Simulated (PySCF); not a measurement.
Ranking problems on computed properties.

All species are isolated and taken at one optimised geometry, non-relativistic unless stated; the electronic structure was computed with PySCF and density fitting.

The conformers computed, where there is a choice (atom-mapped SMILES and torsion angles):
- `[CH3:1][CH:2]([CH3:3])[c:4]1[o:5][cH:6][p:7][c:8]1[Cl:9]`: C1–C2–C4–O5 61°
- `[CH3:1][O:2][C@@H:3]1[C@@H:4]([SiH2:5][CH3:6])[Si@H:7]1[S:8][CH3:9]`: C1–O2–C3–C4 160°, C3–C4–Si5–C6 -129°, C4–Si7–S8–C9 -85°
- `[CH3:1][SiH2:2][O:3][C@@H:4]1[C@@H:5]([CH3:6])[Si@H:7]1[S:8][CH3:9]`: C1–Si2–O3–C4 -57°, Si2–O3–C4–C5 159°, C5–Si7–S8–C9 -86°
- `[CH3:1][Si:2]([CH3:3])([CH3:4])[c:5]1[n:6][n:7][cH:8][nH:9]1`: C1–Si2–C5–N6 61°
- `[CH3:1][O:2][c:3]1[cH:4][c:5]([CH3:6])[cH:7][c:8]([O:9][CH3:10])[p:11]1`: C1–O2–C3–C4 180°, C7–C8–O9–C10 180°
- `[CH2:1]=[P:2]1([c:3]2[cH:4][cH:5][n:6][cH:7][cH:8]2)[CH2:9][CH2:10]1`: C1–P2–C3–C4 -87°
- `[O:1]=[CH:2][NH:3][SiH2:4][SiH3:5]`: O1–C2–N3–Si4 0°, C2–N3–Si4–Si5 0°
- `[CH3:1][c:2]1[n:3][cH:4][n:5][n:6]1[SiH:7]([CH3:8])[CH3:9]`: N5–N6–Si7–C8 -49°

(1) Rank by HOMO–LUMO gap, lowest first (PBE0/pcSseg-1 at GFN2-xTB geometries).
A. `CC(C)c1ocpc1Cl`
B. `C[Si](C)(C)c1nnc[nH]1`
C. `CO[C@@H]1[C@@H]([SiH2]C)[Si@H]1SC`
D. `C[SiH2]O[C@@H]1[C@@H](C)[Si@H]1SC`

(2) By how much do the two ends of that ranking differ?

(3) Rank by dipole moment, lowest first (PBE0/pcSseg-1 at GFN2-xTB geometries).
A. `O=CN[SiH2][SiH3]`
B. `CO[C@@H]1[C@@H]([SiH2]C)[Si@H]1SC`
C. `C=P1(c2ccncc2)CC1`
D. `Cc1ncnn1[SiH](C)C`
E. `C[Si](C)(C)c1nnc[nH]1`
F. `C[SiH2]O[C@@H]1[C@@H](C)[Si@H]1SC`
G. `CC(C)c1ocpc1Cl`
H. `COC1=CC(C)=CC(OC)=P1`

(4) Rank by HOMO energy, highest first (PBE0/pcSseg-1 at GFN2-xTB geometries).
A. `C[Si](C)(C)c1nnc[nH]1`
B. `Cc1ncnn1[SiH](C)C`
C. `COc1cc(C)cc(OC)p1`
D. `CC(C)C1=C(Cl)P=CO1`

(5) Give the two extremes of that set in hartree.

(6) Rank by smallest rotational constant, highest first (GFN2-xTB).
A. `C[Si](C)(C)c1nnc[nH]1`
B. `Cc1ncnn1[SiH](C)C`
C. `COc1cc(C)cc(OC)p1`
D. `CC(c1ocpc1Cl)C`

(7) Give the two extremes of that set in cm⁻¹.

Results:

(1) A (5.82 eV), C (6.18 eV), D (6.29 eV), B (7.24 eV).

(2) By 1.42 eV, between `C[Si](C)(C)c1nnc[nH]1` and `CC(C)c1ocpc1Cl`.

(3) H (0.64 D), B (1.13 D), F (1.67 D), C (1.91 D), G (2.16 D), D (3.21 D), A (3.51 D), E (5.42 D).

(4) C (-6.35 eV), D (-6.88 eV), A (-7.13 eV), B (-7.37 eV).

(5) `Cc1ncnn1[SiH](C)C`: -0.271 Eh; `COc1cc(C)cc(OC)p1`: -0.233 Eh.

(6) B (0.895 GHz), A (0.841 GHz), D (0.701 GHz), C (0.501 GHz).

(7) `COc1cc(C)cc(OC)p1`: 0.0167 cm⁻¹; `Cc1ncnn1[SiH](C)C`: 0.0299 cm⁻¹.
